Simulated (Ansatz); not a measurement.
C₃H₇FGe (`C[C]1(F)[CH2][GeH2]1`), relaxed with RKS PBE-D4/def2-SVP in Ansatz from a rough embedded geometry. The force threshold is 0.03 eV/Å; the program also tests the step.

Total charge 0; spin multiplicity 1.

Start:

```xyz
12

C    -1.094   -0.476   -0.995
C     0.279   -0.123   -0.528
F     1.230   -0.121   -1.488
C     0.807   -0.577    0.780
Ge    0.411    1.403    0.739
H    -1.134   -1.571   -1.305
H    -1.437    0.154   -1.782
H    -1.806   -0.427   -0.103
H    -0.017   -1.161    1.370
H     1.806   -0.849    0.832
H    -0.838    1.672    1.611
H     1.793    2.077    0.869
```

How much energy does the relaxation release, and in how many steps? (Best estimate.)

Computed: 0.40 eV, in 5 steps.

Which bonds change most? (Best estimate.)

Ansatz gave: C4–H10 from 1.037 to 1.103 Å; C4–H9 from 1.170 to 1.104 Å; C1–H7 from 1.066 to 1.107 Å; C2–C4 from 1.482 to 1.519 Å.

Give the relaxed structure. (An estimate is asked.)

Ansatz gave: 
```xyz
12

C    -1.118   -0.510   -0.999
C     0.238   -0.082   -0.502
F     1.180   -0.123   -1.517
C     0.752   -0.608    0.827
Ge    0.458    1.353    0.859
H    -1.084   -1.575   -1.322
H    -1.434    0.109   -1.861
H    -1.883   -0.415   -0.204
H     0.096   -1.291    1.394
H     1.810   -0.919    0.816
H    -0.758    1.868    1.649
H     1.744    2.192    0.861
```
